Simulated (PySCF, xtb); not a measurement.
2-pyrimidin-2-yl-1,3,4-oxadiazole (C₆H₄N₄O), SMILES c1cnc(-c2nnco2)nc1. One conformer was computed; it need not be the lowest.

Harmonic wavenumbers (cm⁻¹) from GFN2-xTB in xtb at its own minimum, in rising order: 42, 93, 119, 231, 354, 355, 430, 461, 610, 659, 704, 713, 758, 797, 820, 919, 934, 959, 965, 1018, 1078, 1096, 1110, 1123, 1130, 1211, 1217, 1248, 1307, 1383, 1405, 1471, 1533, 1544, 1561, 3056, 3059, 3112, 3196.

Problem. What does PySCF 2.14.0 with PBE-D3(BJ)/def2-SVP give at its own minimum? (The exact figures need the calculation; the answer reports its results.)

Solution. 58, 101, 151, 250, 361, 386, 452, 497, 619, 649, 715, 737, 792, 808, 837, 950, 956, 965, 980, 983, 1036, 1060, 1076, 1104, 1135, 1227, 1252, 1300, 1344, 1408, 1425, 1487, 1554, 1567, 1588, 3082, 3083, 3145, 3217. Paired by order, the mean absolute difference is 23 cm⁻¹ and the zero-point energies are 62.6 and 63.4 kcal/mol.
